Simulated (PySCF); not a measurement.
**Does the structure fit the spectrum?**

A compound C7H11NSi gives the data below (simulated from a calculation) and was assigned the structure `C#C[C@H]([SiH3])/N=C(/C)C=C`.

¹³C{¹H} NMR (computed): δ 151.0 (CH), 133.2 (C), 129.4 (CH), 125.1 (CH), 119.9 (CH), 117.6 (CH2), 38.4 (CH2).

¹H NMR (400 MHz, computed): δ 6.62 (m, 1H), 6.50 (m, 1H), 6.49 (m, 1H), 6.07 (m, 1H), 5.39 (m, 1H), 5.08 (m, 1H), 5.06 (s, 3H), 3.35 (d, 2H).

- geometry: GFN2-xTB
- PBE0/pcSseg-1 with gauge-including orbitals
- code: PySCF
- rapidly exchanging positions averaged, non-relativistic, one computed conformer, in vacuum

δ = σ(ref) − σ, references computed at the same level: TMS for ¹H, ¹³C.

Q: Compare with the shifts computed for the proposed structure, pairing carbons in order of shift.

A: Mapped SMILES: `[CH:1]#[C:2][C@H:3]([SiH3:4])/[N:5]=[C:6](/[CH3:7])[CH:8]=[CH2:9]`. Hydrogens are named by the atom that carries them.

```csv
atom,computed for proposal,given list,difference
C6,163.9,151.0,+12.9
C8,130.7,133.2,-2.5
C9,129.5,129.4,+0.1
C2,88.4,125.1,-36.7
C1,76.9,119.9,-43.0
C3,41.2,117.6,-76.4
C7,27.3,38.4,-11.1
```

The rms difference is 36.5 ppm and the largest -76.4 ppm at C3 (propargylic sp3 CH bonded to N and Si). The carbon types in order of shift don't match either: C, CH, CH2, C, CH, CH, CH3 for the proposal against CH, C, CH, CH, CH, CH2, CH2 in the data. The proposal doesn't fit.

Q: Which isomer fits?

A: `c1c(CC=C)cn([SiH3])c1`.

Carbon types of the structure: 1 × C, 4 × CH, 2 × CH2, leaving 3 H on heteroatoms. δC 151.0: alkene CH; as expected for a trigonal carbon in a double bond. δC 133.2: substituted aromatic carbon. δC 119.9: aromatic CH. δC 117.6: terminal =CH2 carbon; an sp2 carbon of a C=C bond.

Other isomers checked: C=NC1=C[SiH2][C@H]2C[C@@H]1C2 (rms 59.0 ppm).

The data come from this structure; uniqueness wasn't tested.

Shifts are as computed. Against solution values, carbons near 30 ppm lie about +3 ppm off and those near 130 ppm about +5 ppm. Of 1309 compounds with measured shifts, 239 miss one by over three times the rms of a fit or turn the order of signals round; such compounds aren't used in these exercises. Multiplicities follow the n + 1 count of equivalent neighbours, as no J values were calculated; m marks all less simple cases, F and P coupling included.
